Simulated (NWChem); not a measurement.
The numbers come from NWChem runs, not from measurements. System: C3H9N, charge 1, spin multiplicity 2, at the geometry of a parent with another charge or spin, in a state set for the comparison that need not be this species' ground state. Its SCF solution wasn't tested for a lower state. Level: UMP2/def2-TZVP, 4 core orbitals frozen.

Job file:

```
start mol
memory heap 200 mb stack 900 mb global 1100 mb
charge 1
geometry units angstroms nocenter noautoz
  C     -0.289218    -0.644244     1.266288
  C      0.354248    -0.072426     0.000000
  C     -0.289218    -0.644244    -1.266288
  N      0.188763     1.386238     0.000000
  H     -0.196256    -1.748439     1.302309
  H     -1.365087    -0.375493     1.303782
  H      0.192519    -0.237906     2.180660
  H      1.431629    -0.391392     0.000000
  H      0.192519    -0.237906    -2.180660
  H     -1.365087    -0.375493    -1.303782
  H     -0.196256    -1.748439    -1.302309
  H      0.664905     1.788443    -0.818718
  H      0.664905     1.788443     0.818718
  symmetry group Cs
end
basis spherical
  * library def2-tzvp
end
scf
  uhf
  nopen 1
  maxiter 100
  thresh 1e-7
  semidirect memsize 60000000 filesize 0
  # guess.movecs holds the orbitals of an unrestricted PBE0 run
  vectors input guess.movecs output mol.movecs
end
mp2
  freeze core 4
end
task mp2 energy
```

Output (cleaned and shortened):

```
             Northwest Computational Chemistry Package (NWChem) 7.3.0
             --------------------------------------------------------

                                NWChem Input Module
                                -------------------

 Scaling coordinates for geometry "geometry" by  1.889725989
 (inverse scale =  0.529177249)

 Turning off AUTOSYM since
 SYMMETRY directive was detected!

                             Geometry "geometry" -> ""
                             -------------------------

 Output coordinates in angstroms (scale by  1.889725989 to convert to a.u.)

  No.       Tag          Charge          X              Y              Z
 ---- ---------------- ---------- -------------- -------------- --------------
    1 C                    6.0000    -0.28921800    -0.64424400     1.26628800
    2 C                    6.0000     0.35424800    -0.07242600     0.00000000
    3 C                    6.0000    -0.28921800    -0.64424400    -1.26628800
    4 N                    7.0000     0.18876300     1.38623800     0.00000000
    5 H                    1.0000    -0.19625600    -1.74843900     1.30230900
    6 H                    1.0000    -1.36508700    -0.37549300     1.30378200
    7 H                    1.0000     0.19251900    -0.23790600     2.18066000
    8 H                    1.0000     1.43162900    -0.39139200     0.00000000
    9 H                    1.0000     0.19251900    -0.23790600    -2.18066000
   10 H                    1.0000    -1.36508700    -0.37549300    -1.30378200
   11 H                    1.0000    -0.19625600    -1.74843900    -1.30230900
   12 H                    1.0000     0.66490500     1.78844300    -0.81871800
   13 H                    1.0000     0.66490500     1.78844300     0.81871800

 Effective nuclear repulsion energy (a.u.)     134.7309259770

            Nuclear Dipole moment (a.u.)
            ----------------------------
        X                 Y               Z
 ---------------- ---------------- ----------------
     0.0000075589    -0.0000000000     0.0000000000

      Symmetry information
      --------------------

 Group name             Cs
 Group number              2
 Group order               2
 No. of unique centers     8

      Symmetry unique atoms

     1    2    4    5    6    7    8   12


 Summary of "ao basis" -> "" (spherical)
 ------------------------------------------------------------------------------
       Tag                 Description            Shells   Functions and Types
 ---------------- ------------------------------  ------  ---------------------
 *                         def2-tzvp                  on all atoms

 Summary of "ao basis" -> "ao basis" (spherical)
 ------------------------------------------------------------------------------
       Tag                 Description            Shells   Functions and Types
 ---------------- ------------------------------  ------  ---------------------
 C                         def2-tzvp                11       31   5s3p2d1f
 N                         def2-tzvp                11       31   5s3p2d1f
 H                         def2-tzvp                 4        6   3s1p

                                 NWChem SCF Module
                                 -----------------

  ao basis        = "ao basis"
  functions       =   178
  atoms           =    13
  alpha electrons =    17
  beta  electrons =    16
  charge          =   1.00
  wavefunction    = UHF
  use symmetry    = T
  symmetry adapt  = T

 Summary of "ao basis" -> "ao basis" (spherical)
[...]
   10 H    1     0.42   0.13  0.24  0.04  0.01
   11 H    1     0.42   0.13  0.24  0.04  0.01
   12 H    1     0.35   0.13  0.19  0.01  0.02
   13 H    1     0.35   0.13  0.19  0.01  0.02

   Mulliken analysis of the spin density
   -------------------------------------

    Atom       Charge   Shell Charges
 -----------   ------   -------------------------------------------------------
    1 C    6     0.01   0.00 -0.00  0.00  0.00  0.00  0.00  0.01  0.00 -0.00 -0.00 -0.00
    2 C    6    -0.09  -0.00  0.00 -0.00 -0.01 -0.01 -0.02 -0.04 -0.01  0.00  0.01  0.00
    3 C    6     0.01   0.00 -0.00  0.00  0.00  0.00  0.00  0.01  0.00 -0.00 -0.00 -0.00
    4 N    7     1.04   0.00 -0.00  0.05  0.06 -0.00  0.40  0.44  0.10 -0.00 -0.01 -0.00
    5 H    1    -0.00  -0.00 -0.00 -0.00  0.00
    6 H    1     0.00  -0.00 -0.00  0.00 -0.00
    7 H    1    -0.00  -0.00 -0.00 -0.00  0.00
    8 H    1     0.09   0.03  0.05  0.01 -0.00
    9 H    1    -0.00  -0.00 -0.00 -0.00  0.00
   10 H    1     0.00  -0.00 -0.00  0.00 -0.00
   11 H    1    -0.00  -0.00 -0.00 -0.00  0.00
   12 H    1    -0.03  -0.01 -0.03 -0.00  0.00
   13 H    1    -0.03  -0.01 -0.03 -0.00  0.00

       Multipole analysis of the density wrt the origin
       ------------------------------------------------

     L   x y z        total         alpha         beta         nuclear
     -   - - -        -----         -----         ----         -------
     0   0 0 0      1.000000    -17.000000    -16.000000     34.000000

     1   1 0 0      0.788931      0.338486      0.450437      0.000008
     1   0 1 0      1.461726     -0.513132      1.974858     -0.000000
     1   0 0 1      0.000000     -0.000000      0.000000      0.000000

     2   2 0 0    -16.609993    -24.831747    -23.267815     31.489569
     2   1 1 0      2.440335    -11.606342    -12.205928     26.252604
     2   1 0 1      0.000000     -0.000000      0.000000     -0.000000
     2   0 2 0    -10.371604    -65.215199    -57.727702    112.571298
     2   0 1 1     -0.000000     -0.000000     -0.000000      0.000000
     2   0 0 2    -15.459141    -73.711506    -73.465237    131.717602

                   NWChem MP2 Semi-direct Energy/Gradient Module
                   ---------------------------------------------

  Basis functions       =    178
  Molecular orbitals    =    178
  Frozen core           =      4
  Frozen virtuals       =      0
  Active alpha occupied =     13
  Active beta occupied  =     12
  Active alpha virtual  =    161
  Active beta virtual   =    162
  Use MO symmetry       = T
  Use skeleton AO sym   = T

  AO/Fock/Back tols     =   1.0D-09  1.0D-09  1.0D-09

 GA uses MA = F    GA memory limited = T

 Available:
  local mem=  1.26D+08
 global mem=  1.44D+08
 local disk=  0.00D+00
  mp2_memr nvloc                   161
  nvloc new                   161
   1 passes of  13:        6291456                     169243                 112155671.
   1 passes of  13: M    126043130           G      144115832           F     119751674.

 Semi-direct pass number   1 of   1  for UHF alpha       at       82.5s
  vrange nnbf                 15753
  mp2_eaftype                   427  avail_ma_in_mb                  1098
 EAF : mp2_eaftype filesize         427   56077835.
  mp2_eaf for mointskh                    427
Node 0 wrote    263.8 Mb in      0.2 s     Agg I/O rate:  1558.7 Mb/s
 Done moints_semi at      124.1s
  mp2_eaftype                   427  avail_ma_in_mb                   671
 EAF : mp2_eaftype filesize         427   56077835.
  mp2_eaf for kh                   427
 Done maket at      125.5s
 Done multipass loop at      125.5s

 GA uses MA = F    GA memory limited = T

 Available:
  local mem=  1.26D+08
 global mem=  1.44D+08
 local disk=  0.00D+00
  mp2_memr nvloc                   162
  nvloc new                   162
   1 passes of  12:        6291456                     161796                 104175201.
   1 passes of  12: M    126043130           G      144115832           F     119751674.

 Semi-direct pass number   1 of   1  for UHF beta        at      125.6s
  vrange nnbf                 15753
  mp2_eaftype                   397  avail_ma_in_mb                  1098
 EAF : mp2_eaftype filesize         397   52087600.
  mp2_eaf for mointskh                    397
Node 0 wrote    245.0 Mb in      0.2 s     Agg I/O rate:  1606.1 Mb/s
 Done moints_semi at      165.8s
  mp2_eaftype                   397  avail_ma_in_mb                   701
 EAF : mp2_eaftype filesize         397   52087600.
  mp2_eaf for kh                   397
 Done maket at      166.8s
 Done multipass loop at      166.8s

          -------------------------------------------
          SCF energy                -173.051244473136
          Correlation energy          -0.676675457973
          Singlet pairs                0.000000000000
          Triplet pairs                0.000000000000
          Total MP2 energy          -173.727919931109
          -------------------------------------------

          ---------------------------------------------------
                    Spin Component Scaled (SCS) MP2
          Same spin pairs                     -0.151431057235
          Same spin scaling factor             0.333333333333
          Opposite spin pairs                 -0.525244400737
          Opposite spin scaling fact.          1.200000000000
          SCS-MP2 correlation energy          -0.680770299963
          Total SCS-MP2 energy              -173.732014773100
          ---------------------------------------------------

 -----------------------
 Performance information
 -----------------------

 Timer overhead =  2.04D-07 seconds/call

               Nr. of calls         CPU time (s)                 Wall time (s)                GFlops
             ---------------    -------------------     ------------------------------   -------------------
Name         Min   Avg   Max    Min     Avg     Max     Min     Avg     Max   Mx/calls   Min     Max     Sum
mp2: moin     2     2     2    82.     82.     82.      82.     82.     82.     41.      0.0     0.0     0.0
mp2: make     2     2     2    2.4     2.4     2.4      2.4     2.4     2.4     1.2      0.0     0.0     0.0
mp2: tota     1     1     1    84.     84.     84.      84.     84.     84.     84.      0.0     0.0     0.0

 The average no. of pstat calls per process was 5.00D+00
 with a timing overhead of 1.02D-06s

 Task  times  cpu:      166.8s     wall:      166.8s

 Total times  cpu:      166.8s     wall:      166.8s
```
